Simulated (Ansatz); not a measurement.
AlCl3 (SMILES [Cl][Al]([Cl])[Cl]), singlet, at a GFN2-xTB geometry (such geometries of metal compounds can be far from the true shape). Base run: CCSD(T)/def2-SVP run with Ansatz (an electronic-structure program).

Ansatz was given this input:
Ansatz 0.2 input:
```yaml
crystal:
  periodic: [false, false, false]
  atoms:
    - {symbol: Al, position_ang: [0.00007163, -0.00003268, -0.01168397]}
    - {symbol: Cl, position_ang: [0.01172470, 2.02980854, -0.00262734]}
    - {symbol: Cl, position_ang: [1.75194248, -1.02503148, 0.01658624]}
    - {symbol: Cl, position_ang: [-1.76372195, -1.00475207, -0.00502410]}
basis:
  gaussian:
    orbitals: def2-SVP
magnetization: {spin_polarized: false}
correlation: {method: ccsd_t}
```

Each row names what was changed in the base input (with any setting that the change needs).

| change | ΔE vs base (kcal/mol) | MP2 correlation (Eh) | CC correlation without the perturbative part (Eh) | basis functions |
|---|---|---|---|---|
| base | 0.000 | -0.44693 | -0.48366 | 72 |
| fitting = cc-pVTZ-JKFIT (mean field), cc-pVTZ-RIFIT (correlation) | 0.064 | -0.44688 | -0.48363 | 72 |
| electrons = all | [?] | [?] | [?] | 72 |
| method = mp2 | [?] | -0.44693 | - | 72 |
| diis_vectors = 2 | 0.000 | -0.44693 | -0.48366 | 72 |
| diis_vectors = 4 | 0.000 | -0.44693 | -0.48366 | 72 |
| electrons = outside_noble_gas | 0.000 | -0.44693 | -0.48366 | 72 |
| method = bccd_t | -0.040 | -0.44693 | -0.48323 | 72 |
| reference functional = pbe0 | [?] | - | [?] | 72 |
| accuracy = high | -0.004 | -0.44693 | -0.48366 | 72 |

Complete the blanks.


- electrons = all, ΔE vs base (kcal/mol): -21.40
- electrons = all, MP2 correlation (Eh): -0.48345
- electrons = all, CC correlation without the perturbative part (Eh): -0.51672
- method = mp2, ΔE vs base (kcal/mol): 29.03
- reference functional = pbe0, ΔE vs base (kcal/mol): 3.55
- reference functional = pbe0, CC correlation without the perturbative part (Eh): -0.49237
